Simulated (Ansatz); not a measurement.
[Ho(H2O)6]3+ (HoO6H12³⁺). Charge 3, multiplicity 5. Geometry PBE-D4/def2-SVP.

| atom | x (Å) | y (Å) | z (Å) |
| --- | --- | --- | --- |
| Ho1 | 0.0008 | 0.0003 | -0.0006 |
| O2 | -0.1073 | -1.1428 | -2.0108 |
| H3 | 0.3652 | -1.9711 | -2.2662 |
| H4 | -0.6364 | -0.9160 | -2.8128 |
| O5 | 0.1094 | 1.1420 | 2.0103 |
| H6 | 0.6383 | 0.9139 | 2.8121 |
| H7 | -0.3623 | 1.9706 | 2.2665 |
| O8 | 1.7636 | 1.2600 | -0.8157 |
| H9 | 2.1930 | 1.2039 | -1.7029 |
| H10 | 2.2615 | 1.9790 | -0.3575 |
| O11 | -1.7634 | -1.2592 | 0.8118 |
| H12 | -2.2656 | -1.9726 | 0.3498 |
| H13 | -2.1898 | -1.2081 | 1.7007 |
| O14 | 1.4938 | -1.5706 | 0.8133 |
| H15 | 1.2933 | -2.4040 | 1.3031 |
| H16 | 2.4792 | -1.5634 | 0.7531 |
| O17 | -1.4953 | 1.5705 | -0.8099 |
| H18 | -2.4807 | 1.5605 | -0.7492 |
| H19 | -1.2972 | 2.4071 | -1.2952 |

In the def2 sets Ho takes a core potential; there is no spin–orbit coupling. HSE06 is defined as in plane-wave codes, on full-range PBE exchange. With an open 4f shell the SCF may have ended on a state above the lowest. No other spin state of charge 3 was run.

(1) Estimate the α-spin orbital energies around the gap (eV) in Ansatz with PBE-D4/def2-SVP, PBE-D4/def2-TZVP, BLYP-D4/def2-TZVP, r2SCAN-D4/def2-TZVP, HSE06-D4/def2-TZVP.

Results:

(1) 
| orbital | PBE-D4/def2-SVP | PBE-D4/def2-TZVP | BLYP-D4/def2-TZVP | r2SCAN-D4/def2-TZVP | HSE06-D4/def2-TZVP |
| --- | --- | --- | --- | --- | --- |
| HOMO−9 | -23.19 | -23.36 | -23.25 | -23.90 | -25.88 |
| HOMO−8 | -22.57 | -22.75 | -22.80 | -23.11 | -24.93 |
| HOMO−7 | -22.57 | -22.75 | -22.80 | -23.11 | -24.93 |
| HOMO−6 | -22.57 | -22.75 | -22.80 | -23.11 | -24.93 |
| HOMO−5 | -20.95 | -21.14 | -21.06 | -21.56 | -22.59 |
| HOMO−4 | -20.95 | -21.14 | -21.06 | -21.56 | -22.58 |
| HOMO−3 | -20.95 | -21.14 | -21.06 | -21.56 | -22.58 |
| HOMO−2 | -20.80 | -20.99 | -20.91 | -21.41 | -22.45 |
| HOMO−1 | -20.80 | -20.99 | -20.91 | -21.41 | -22.45 |
| HOMO | -20.80 | -20.99 | -20.91 | -21.41 | -22.45 |
| LUMO | -13.53 | -13.68 | -13.63 | -13.69 | -13.24 |
| LUMO+1 | -13.53 | -13.68 | -13.63 | -13.69 | -13.24 |
| LUMO+2 | -13.52 | -13.67 | -13.62 | -13.69 | -13.24 |
| LUMO+3 | -12.94 | -13.14 | -13.18 | -12.53 | -12.63 |
| LUMO+4 | -11.55 | -11.75 | -11.82 | -11.33 | -11.20 |
| LUMO+5 | -11.55 | -11.75 | -11.82 | -11.33 | -11.20 |
| β HOMO | -20.57 | -20.74 | -20.83 | -21.21 | -22.47 |
| β LUMO | -18.70 | -18.88 | -18.59 | -17.00 | -15.28 |
